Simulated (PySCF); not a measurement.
A geometry optimisation, step by step.

Compound: Mo(SH)4 (triplet state).
Bonds: Mo1–S2, Mo1–S4, Mo1–S6, Mo1–S8. Hydrogens: H3 on S2; H5 on S4; H7 on S6; H9 on S8.

Method: PySCF, PBE0-D3(BJ)/def2-SVP geometry optimisation, gas phase, def2 core potentials past Kr; unrestricted, density fitting, grid level 1; the optimiser is geomeTRIC in internal coordinates, started from a GFN2-xTB structure with every atom displaced at random (about 0.03 Å). 14 of its 18 geometries are shown. The frame can shift and turn from step to step; on so coarse a grid that alone can change the energy by a few meV, and forces under 0.02 eV/Å are noise.

Step 0: E = -45236.6666 eV, largest atomic force 1.932 eV/Å
```
atom  x, y, z in Å  |  force x, y, z in eV/Å
Mo1     0.277   -0.348    0.186   -0.575   1.794  -0.428
S2      0.117    0.009    2.470    0.014  -0.660  -0.113
H3      0.149    1.346    2.537    0.040   0.456  -0.116
S4      2.356   -0.199   -0.892   -0.835   0.898  -0.128
H5      2.746   -1.376   -0.432    0.389  -0.921   0.339
S6     -0.982    1.721   -0.399    0.837  -1.213   1.100
H7     -0.966    1.571   -1.720    0.073  -0.130  -0.697
S8     -1.250   -1.781   -0.721   -0.025  -0.415   0.033
H9     -2.314   -1.013   -1.054    0.083   0.192   0.009
```

Step 1: E = -45236.9012 eV, largest atomic force 0.327 eV/Å
```
atom  x, y, z in Å  |  force x, y, z in eV/Å
Mo1     0.238   -0.309    0.178   -0.021   0.132  -0.048
S2      0.117   -0.004    2.453   -0.012  -0.059   0.220
H3      0.155    1.351    2.490    0.041  -0.013  -0.028
S4      2.270   -0.125   -0.900   -0.013   0.012  -0.032
H5      2.725   -1.325   -0.447    0.035   0.032  -0.020
S6     -0.928    1.615   -0.344    0.031   0.098  -0.048
H7     -0.874    1.461   -1.690   -0.008   0.048  -0.034
S8     -1.273   -1.777   -0.715   -0.106  -0.309   0.007
H9     -2.298   -0.955   -1.050    0.054   0.059  -0.017
```

Step 3: E = -45236.9312 eV, largest atomic force 0.097 eV/Å
```
atom  x, y, z in Å  |  force x, y, z in eV/Å
Mo1     0.179   -0.300    0.189   -0.038  -0.065   0.039
S2      0.122   -0.036    2.490   -0.020  -0.013  -0.044
H3      0.263    1.313    2.511    0.041  -0.008   0.011
S4      2.177   -0.084   -0.940    0.006  -0.003   0.003
H5      2.724   -1.244   -0.485   -0.004   0.030  -0.028
S6     -0.934    1.645   -0.376   -0.028   0.007  -0.053
H7     -0.836    1.530   -1.726    0.007  -0.003   0.038
S8     -1.300   -1.871   -0.626    0.050   0.072   0.042
H9     -2.263   -1.023   -1.062   -0.013  -0.017  -0.008
```

Step 4: E = -45236.9335 eV, largest atomic force 0.084 eV/Å
```
atom  x, y, z in Å  |  force x, y, z in eV/Å
Mo1     0.159   -0.296    0.194    0.002  -0.022   0.029
S2      0.124   -0.048    2.498   -0.022  -0.007  -0.044
H3      0.327    1.292    2.525    0.040  -0.005   0.011
S4      2.145   -0.061   -0.953   -0.004   0.012   0.010
H5      2.721   -1.210   -0.509   -0.003   0.002  -0.019
S6     -0.950    1.649   -0.387   -0.026  -0.023  -0.014
H7     -0.825    1.538   -1.735    0.005  -0.008   0.015
S8     -1.306   -1.887   -0.598    0.031   0.077   0.012
H9     -2.263   -1.046   -1.062   -0.022  -0.026   0.000
```

Step 5: E = -45236.9357 eV, largest atomic force 0.066 eV/Å
```
atom  x, y, z in Å  |  force x, y, z in eV/Å
Mo1     0.126   -0.282    0.205    0.051   0.039   0.012
S2      0.131   -0.072    2.511   -0.021  -0.008  -0.011
H3      0.478    1.238    2.556    0.033  -0.003   0.002
S4      2.091   -0.009   -0.969   -0.004   0.019   0.016
H5      2.708   -1.148   -0.561   -0.003  -0.033  -0.009
S6     -0.991    1.650   -0.406   -0.027  -0.027   0.020
H7     -0.816    1.541   -1.747   -0.007  -0.005  -0.018
S8     -1.315   -1.900   -0.558    0.001   0.035  -0.029
H9     -2.279   -1.087   -1.057   -0.021  -0.018   0.016
```

Step 7: E = -45236.9379 eV, largest atomic force 0.148 eV/Å
```
atom  x, y, z in Å  |  force x, y, z in eV/Å
Mo1     0.070   -0.215    0.222    0.015   0.146  -0.021
S2      0.177   -0.114    2.530   -0.003  -0.035   0.046
H3      0.882    1.043    2.596    0.005   0.004  -0.012
S4      2.011    0.101   -0.972    0.014  -0.010   0.005
H5      2.640   -1.065   -0.675   -0.014  -0.033   0.000
S6     -1.107    1.663   -0.444    0.019   0.005   0.020
H7     -0.885    1.543   -1.777   -0.030   0.002  -0.018
S8     -1.318   -1.884   -0.505   -0.019  -0.114  -0.042
H9     -2.339   -1.142   -1.002    0.012   0.037   0.024
```

Step 8: E = -45236.9405 eV, largest atomic force 0.125 eV/Å
```
atom  x, y, z in Å  |  force x, y, z in eV/Å
Mo1     0.061   -0.184    0.223   -0.017   0.123  -0.008
S2      0.203   -0.129    2.531    0.005  -0.034   0.025
H3      0.994    0.973    2.595   -0.003   0.003  -0.005
S4      2.004    0.121   -0.966    0.020  -0.023  -0.012
H5      2.605   -1.069   -0.701   -0.015  -0.009   0.001
S6     -1.137    1.679   -0.447    0.030   0.017   0.014
H7     -0.940    1.548   -1.784   -0.027  -0.001  -0.001
S8     -1.310   -1.871   -0.502   -0.009  -0.115  -0.026
H9     -2.347   -1.136   -0.975    0.016   0.038   0.014
```

Step 9: E = -45236.9442 eV, largest atomic force 0.055 eV/Å
```
atom  x, y, z in Å  |  force x, y, z in eV/Å
Mo1     0.053   -0.133    0.218   -0.043   0.010   0.020
S2      0.254   -0.163    2.523    0.009  -0.016  -0.031
H3      1.135    0.869    2.584   -0.012  -0.002   0.014
S4      2.006    0.131   -0.961    0.022  -0.036  -0.035
H5      2.538   -1.100   -0.736   -0.007   0.032  -0.002
S6     -1.169    1.721   -0.433    0.018   0.038   0.009
H7     -1.053    1.565   -1.777   -0.011  -0.003   0.023
S8     -1.290   -1.851   -0.510    0.018  -0.036   0.007
H9     -2.343   -1.109   -0.934    0.005   0.012  -0.006
```

Step 10: E = -45236.9469 eV, largest atomic force 0.035 eV/Å
```
atom  x, y, z in Å  |  force x, y, z in eV/Å
Mo1     0.063   -0.127    0.211   -0.030  -0.011  -0.004
S2      0.264   -0.181    2.514    0.002  -0.010  -0.034
H3      1.119    0.871    2.590   -0.004  -0.007   0.016
S4      2.019    0.114   -0.972    0.003  -0.021  -0.019
H5      2.526   -1.127   -0.743    0.002   0.029  -0.006
S6     -1.157    1.739   -0.410    0.018   0.004   0.019
H7     -1.089    1.578   -1.756   -0.005  -0.001   0.019
S8     -1.281   -1.846   -0.527    0.021   0.022   0.017
H9     -2.332   -1.092   -0.932   -0.006  -0.006  -0.010
```

Step 12: E = -45236.9498 eV, largest atomic force 0.117 eV/Å
```
atom  x, y, z in Å  |  force x, y, z in eV/Å
Mo1     0.085   -0.106    0.183    0.065  -0.071  -0.067
S2      0.323   -0.285    2.470    0.005   0.008   0.012
H3      1.148    0.784    2.618    0.004  -0.013   0.010
S4      2.020    0.105   -1.049   -0.037   0.063   0.033
H5      2.493   -1.150   -0.836    0.018  -0.017  -0.007
S6     -1.125    1.802   -0.291   -0.010  -0.053   0.015
H7     -1.213    1.654   -1.637    0.003   0.016  -0.007
S8     -1.265   -1.818   -0.570   -0.034   0.093   0.013
H9     -2.333   -1.056   -0.914   -0.013  -0.026  -0.003
```

Step 13: E = -45236.9516 eV, largest atomic force 0.114 eV/Å
```
atom  x, y, z in Å  |  force x, y, z in eV/Å
Mo1     0.093   -0.118    0.176    0.074  -0.062  -0.060
S2      0.333   -0.315    2.460    0.008   0.004   0.027
H3      1.138    0.766    2.631    0.005  -0.009   0.001
S4      2.015    0.116   -1.072   -0.035   0.066   0.042
H5      2.508   -1.132   -0.866    0.016  -0.027  -0.005
S6     -1.114    1.800   -0.257   -0.019  -0.044   0.005
H7     -1.216    1.672   -1.604    0.001   0.015  -0.014
S8     -1.276   -1.810   -0.581   -0.045   0.072   0.003
H9     -2.348   -1.047   -0.913   -0.005  -0.015   0.002
```

Step 14: E = -45236.9536 eV, largest atomic force 0.061 eV/Å
```
atom  x, y, z in Å  |  force x, y, z in eV/Å
Mo1     0.100   -0.159    0.166    0.043   0.013   0.027
S2      0.357   -0.375    2.449    0.005  -0.015   0.026
H3      1.145    0.714    2.644   -0.003   0.006  -0.021
S4      1.997    0.163   -1.093    0.007   0.013   0.011
H5      2.560   -1.060   -0.914   -0.003  -0.021  -0.002
S6     -1.110    1.765   -0.211   -0.015   0.009  -0.006
H7     -1.193    1.694   -1.564   -0.005   0.003  -0.013
S8     -1.325   -1.789   -0.596   -0.039  -0.035  -0.032
H9     -2.400   -1.022   -0.907    0.010   0.029   0.010
```

Step 16: E = -45236.9554 eV, largest atomic force 0.021 eV/Å
```
atom  x, y, z in Å  |  force x, y, z in eV/Å
Mo1     0.114   -0.165    0.168   -0.017  -0.004   0.007
S2      0.362   -0.386    2.452    0.002  -0.006  -0.003
H3      1.134    0.716    2.631    0.002   0.002  -0.001
S4      2.026    0.140   -1.072   -0.007  -0.014  -0.004
H5      2.553   -1.102   -0.908   -0.001   0.006  -0.003
S6     -1.101    1.760   -0.211    0.014  -0.001  -0.010
H7     -1.213    1.674   -1.561    0.003  -0.002   0.008
S8     -1.344   -1.757   -0.626    0.008   0.018   0.008
H9     -2.397   -0.948   -0.898   -0.004  -0.001  -0.003
```

Step 17: E = -45236.9554 eV, largest atomic force under 0.02 eV/Å
```
atom  x, y, z in Å  |  force x, y, z in eV/Å
Mo1     0.115   -0.166    0.169   -0.012  -0.011   0.007
S2      0.367   -0.395    2.452    0.004  -0.001  -0.005
H3      1.141    0.705    2.631    0.001   0.001   0.002
S4      2.023    0.137   -1.078   -0.003  -0.007  -0.003
H5      2.550   -1.105   -0.919   -0.001   0.001  -0.002
S6     -1.095    1.762   -0.205    0.006   0.007  -0.008
H7     -1.215    1.675   -1.554    0.003  -0.001   0.004
S8     -1.352   -1.749   -0.626    0.007   0.013   0.008
H9     -2.402   -0.934   -0.895   -0.004  -0.001  -0.003
```

**Question.** Summarise the path.

**Answer.** The energy falls by 0.2887 eV from step 0 to step 17; nine tenths of that is first reached at step 3. It never rises by more than 0.2 meV. The largest force goes from 1.932 to under 0.02 eV/Å. Among the bonds Mo1–S6 changes most, from 2.492 to 2.307 Å; the atoms move by 0.301 Å rms after alignment.

**Question.** Follow the three bonds and two angles with the largest change from start to end.

**Answer.** 
```tsv
step	E above end (eV)	largest force (eV/Å)	Mo1–S6 (Å)	Mo1–S4 (Å)	S4–H5 (Å)	S2–Mo1–S6 (°)	Mo1–S8–H9 (°)
0	0.2887	1.932	2.492	2.347	1.322	93.9	105.5
1	0.0541	0.327	2.309	2.307	1.361	95.0	101.9
2	0.0356	0.106	2.312	2.308	1.363	96.0	100.5
3	0.0242	0.097	2.311	2.305	1.361	97.7	98.2
4	0.0219	0.084	2.313	2.306	1.360	98.8	98.0
5	0.0197	0.066	2.313	2.305	1.358	100.9	98.4
6	0.0183	0.127	2.315	2.304	1.358	103.0	99.2
7	0.0174	0.148	2.314	2.301	1.358	106.0	100.0
8	0.0149	0.125	2.314	2.299	1.359	107.6	99.7
9	0.0112	0.055	2.313	2.297	1.360	109.7	98.3
10	0.0085	0.035	2.314	2.299	1.360	109.4	97.6
11	0.0069	0.068	2.312	2.301	1.359	109.5	97.2
12	0.0056	0.117	2.309	2.303	1.358	108.8	97.3
13	0.0038	0.114	2.307	2.303	1.357	108.2	97.9
14	0.0017	0.061	2.304	2.300	1.358	107.4	99.6
15	0.0005	0.032	2.306	2.300	1.358	107.0	99.2
16	0.0000	0.021	2.308	2.299	1.359	107.4	98.5
17	0.0000	under 0.02	2.307	2.299	1.359	107.5	98.6
```

The cost below is that of the whole optimisation. Hardware: one thread, Arm Neoverse V2 (aarch64) (shared host). Cost: 4.8 min of wall time, 0.56 GiB resident at most.
